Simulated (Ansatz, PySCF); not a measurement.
Species: sum formula HSeCl2, net charge 1, singlet state. It need not be the lowest isomer of its formula. 
Structure (B3LYP-D3(BJ)/def2-TZVP (Ansatz, an electronic-structure program) minimum search):
```xyz
4

Se     0.1974    -0.1636     0.5841
Cl     0.9084     1.4315    -0.6290
Cl    -1.2571    -1.1435    -0.6183
H     -0.7848     0.6656     1.3450
```
Charge +1, spin multiplicity 1.

Total electronic energies in hartree. Cores are frozen in the correlated levels unless marked. No spin-orbit coupling. Frozen are the shells of the preceding noble gas and the d and f shells that filled before the atom's block. Non-relativistic. CBS(X,Y): correlation extrapolated as X^-3; Hartree-Fock from the larger set. The bracket is a focal-point correction in the basis named.

```csv
level,program,energy (Eh)
HF/6-31G,Ansatz,-3318.58938
HF/def2-TZVPP,Ansatz,-3319.13076
HF-D4/def2-TZVPD,PySCF + dftd4,-3319.14520
PBE-D3(BJ)/def2-TZVPD,Ansatz + dftd3,-3321.53917
TPSS-D4/def2-TZVPD,PySCF + dftd4,-3322.24487
r2SCAN/def2-TZVPD,Ansatz,-3322.18761
PBE0-D4/def2-TZVP,Ansatz + dftd4,-3321.67516
TPSSh-D3(BJ)/def2-TZVPD,PySCF + dftd3,-3322.23053
M06-2X/def2-TZVPD,PySCF,(withheld)
B2PLYP-D3(BJ)/def2-TZVPD,Ansatz + dftd3,-3321.58498
RPA@PBE/def2-TZVPP,Ansatz,-3319.97376
MP2/def2-SVP,Ansatz,-3318.88755
SCS-MP2/6-31G*,Ansatz,-3319.10875
CCSD(T)/def2-SVP,Ansatz,-3318.93930
"RI-MP2/CBS(def2-TZVPP,def2-QZVPP)+[CCSD(T)-MP2]/def2-TZVPP",Ansatz,-3319.8986
```

Problem. Complete the blanks.

Solution. 
- M06-2X/def2-TZVPD, energy (Eh): -3322.24302
